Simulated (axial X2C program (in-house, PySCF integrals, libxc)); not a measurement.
# Working with the constants of SeCl

A bond curve at the PBE0 level, two-component, was computed with an axial X2C code built on PySCF integrals (basis Se dyall-cv3z [8s9p6d4f1g], Cl dyall-av3z [9s8p3d2f] (cores contracted in-house)) for the state Ω = 3/2 (⟨Sz⟩ = 0.50, ⟨Lz⟩ = 1.00 at PBE0). Its fit gives Re = 2.1258 Å, ωe = 452.9 cm⁻¹, ωexe = 1.46 cm⁻¹ and αe = 6.947e-04 cm⁻¹; the masses are 79.9165 and 34.9689 u. Two-component means X2C with spin–orbit coupling and atomic mean-field Coulomb and Gaunt terms.

Problem. Find the reduced mass, Be and the force constant.

Solution. From the PBE0 values: μ = 24.3250 u. Be = 16.8576/(μ Re²) = 0.1534 cm⁻¹. k = 5.8918×10⁻⁷ μ ωe² = 2.94 mdyn/Å.

Problem. Estimate the centrifugal constant by the Kratzer relation.

Solution. D = 4Be³/ωe² = 7.03e-08 cm⁻¹.

Problem. Where do the fundamental and the first overtone lie?

Solution. ν(1←0) = ωe − 2ωexe = 450.0 cm⁻¹; ν(2←0) = 2ωe − 6ωexe = 897.0 cm⁻¹.

Problem. A Morse curve ties αe to the other constants (Pekeris). How well does that hold?

Solution. αe(Morse) = 6Be²/ωe × (√(ωexe/Be) − 1) = 6.498e-04 cm⁻¹; the PBE0 curve gives 6.947e-04 cm⁻¹, a ratio of 0.94.

Problem. Estimate De from a Morse curve and compare with the computed well depth of 2.825 eV to Se + Cl.

Solution. De(Morse) = ωe²/(4ωexe) = 4.355 eV against 2.825 eV computed, a ratio of 1.54. The extrapolation overshoots: the well softens faster than a Morse curve, or the lowest atomic limit lies below the one to which the curve heads.

The state is one determinant whose occupation by symmetry is held fixed; it was picked as the lowest of a PBE0 search that is not exhaustive. Dissociation energies refer to the lowest single-determinant-based atoms at the same level and basis. Density functionals use the spin component along the axis (collinear). The 2c atoms are single determinants rather than J levels; their spin–orbit lowering is only partly caught, and De is too large by that part. This holds for PBE0. The functionals have no current-density term, which raises determinants with orbital currents, atoms included.
